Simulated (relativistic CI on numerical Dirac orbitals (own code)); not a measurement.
**Electric-dipole lines of Pd²⁶⁺**

These numbers are calculated, not measured: Dirac-Coulomb-Breit CI, KLI orbitals optimised for each configuration, QED by a radiative potential, unscaled Slater integrals (own radial code, finite nucleus).

Configuration list (outside the closed core [Ne]): 3s²3p⁶3d², 3s²3p⁵3d³, 3s3p⁶3d³, 3s²3p⁶3d4s, 3s²3p⁶3d4p, 3s²3p⁶3d4d, 3s²3p⁶3d4f, 3s²3p⁵3d²4s, 3s²3p⁵3d²4p, 3s²3p⁶4s², 3s²3p⁵3d²4d, 3p⁶3d⁴, 3p⁵3d⁵. Double excitations out of closed p, d and f shells are left out; levels of such configurations are missing from the list, as are those of other unlisted configurations, and high levels can miss mixing partners. These lack a partner that the ground configuration has and come out too high: 3s²3p⁵3d²4s, 3s²3p⁵3d²4p, 3s²3p⁵3d²4d.

```tsv
λ vac (Å)	Lower	Upper	A (s⁻¹)	gf	Branching (%)
56.018	3s²3p⁶3d² ³F2 [1]	3s²3p⁵3d³ ³D°1 [110]	1.00e+12	1.41e+00	71.5
56.576	3s²3p⁶3d² ¹D2 [5]	3s²3p⁵3d³ ³S°1 [116]	1.02e+12	1.46e+00	66.7
56.696	3s²3p⁶3d² ³F3 [2]	3s²3p⁵3d³ ³D°2 [112]	8.22e+11	1.98e+00	65.4
57.525	3s²3p⁶3d² ³F4 [4]	3s²3p⁵3d³ ³D°3 [113]	7.05e+11	2.45e+00	62.5
57.742	3s²3p⁶3d² ¹G4 [7]	3s²3p⁵3d³ ¹F°3 [118]	1.07e+12	3.75e+00	96.7
58.289	3s²3p⁶3d² ³F4 [4]	3s²3p⁵3d³ ³D°3 [111]	2.59e+11	9.22e-01	60.2
58.319	3s²3p⁶3d² ³P2 [8]	3s²3p⁵3d³ ¹P°1 [117]	1.04e+12	1.59e+00	95.2
58.709	3s²3p⁶3d² ³P0 [3]	3s²3p⁵3d³ ³D°1 [110]	3.57e+11	5.53e-01	25.5
58.799	3s²3p⁶3d² ³P1 [6]	3s²3p⁵3d³ ³D°2 [112]	4.07e+11	1.05e+00	32.4
59.012	3s²3p⁶3d² ¹G4 [7]	3s²3p⁵3d³ ¹G°4 [115]	1.12e+12	5.26e+00	93.2
59.211	3s²3p⁶3d² ³F4 [4]	3s²3p⁵3d³ ³F°4 [108]	8.74e+11	4.13e+00	91.2
59.318	3s²3p⁶3d² ³F3 [2]	3s²3p⁵3d³ ³F°3 [104]	3.43e+11	1.27e+00	68.0
59.650	3s²3p⁶3d² ¹D2 [5]	3s²3p⁵3d³ ¹F°3 [109]	1.76e+11	6.55e-01	30.9
60.042	3s²3p⁶3d² ³P2 [8]	3s²3p⁵3d³ ³P°2 [114]	4.87e+11	1.32e+00	92.4
60.197	3s²3p⁶3d² ³P2 [8]	3s²3p⁵3d³ ³D°3 [113]	3.51e+11	1.33e+00	31.1
60.421	3s²3p⁶3d² ³F4 [4]	3s²3p⁵3d³ ¹H°5 [105]	9.15e+10	5.51e-01	25.7
60.671	3s²3p⁶3d² ¹S0 [9]	3s²3p⁵3d³ ¹P°1 [119]	7.22e+11	1.19e+00	76.6
61.273	3s²3p⁶3d² ³F2 [1]	3s²3p⁵3d³ ³F°2 [95]	7.42e+11	2.09e+00	92.6
63.038	3s²3p⁶3d² ¹G4 [7]	3s²3p⁵3d³ ¹H°5 [105]	2.64e+11	1.73e+00	74.3
63.089	3s²3p⁶3d² ³F3 [2]	3s²3p⁵3d³ ³F°3 [96]	2.87e+11	1.20e+00	70.7
65.698	3s²3p⁶3d² ³F3 [2]	3s²3p⁵3d³ ³G°4 [83]	2.16e+11	1.26e+00	85.8
65.763	3s²3p⁶3d² ¹D2 [5]	3s²3p⁵3d³ ³D°3 [93]	1.51e+11	6.84e-01	63.1
65.811	3s²3p⁶3d² ¹D2 [5]	3s²3p⁵3d³ ¹D°2 [92]	2.86e+11	9.28e-01	74.7
66.801	3s²3p⁶3d² ³F4 [4]	3s²3p⁵3d³ ¹H°5 [85]	1.32e+11	9.72e-01	79.4
69.048	3s²3p⁶3d² ³F2 [1]	3s²3p⁵3d³ ³G°3 [69]	8.24e+10	4.12e-01	87.6
69.761	3s²3p⁶3d² ³F2 [1]	3s²3p⁵3d³ ³G°3 [66]	1.22e+11	6.22e-01	82.0
73.130	3s²3p⁶3d² ³F2 [1]	3s²3p⁵3d³ ³G°3 [54]	7.58e+10	4.25e-01	66.7
83.233	3s²3p⁵3d³ ³I°7 [36]	3s3p⁶3d³ ³H6 [135]	1.63e+11	2.19e+00	52.2
85.258	3s²3p⁵3d³ ⁵F°5 [18]	3s3p⁶3d³ ⁵F4 [123]	1.25e+11	1.22e+00	39.5
85.779	3s²3p⁵3d³ ⁵G°6 [21]	3s3p⁶3d³ ⁵F5 [124]	1.47e+11	1.78e+00	46.5
```

Terms are leading LS components. Brackets give the number of a level in order of energy, since labels repeat. The list gives strong lines, with weight on those to low levels, without lines whose two gauges differ by over a factor of 2.5, among the lowest 200 of 1192 levels, so that lines to higher ones, which can be the strongest, are missing. Levels whose partners in the same complex of configurations lie outside the list can be far off, and so can their lines. Rates are taken at the computed energies, electric ones in the length gauge.

At this charge energies of transitions that change n are usually good to better than 1 %, and those within a shell (Δn = 0) to a few per cent. Terms inside the open d or f shell come out 10 to 20 % too wide with unscaled integrals.

LS names give the leading component of a level, which can be under half, so a name can repeat, a term be missing and a line seem to break the LS rules.
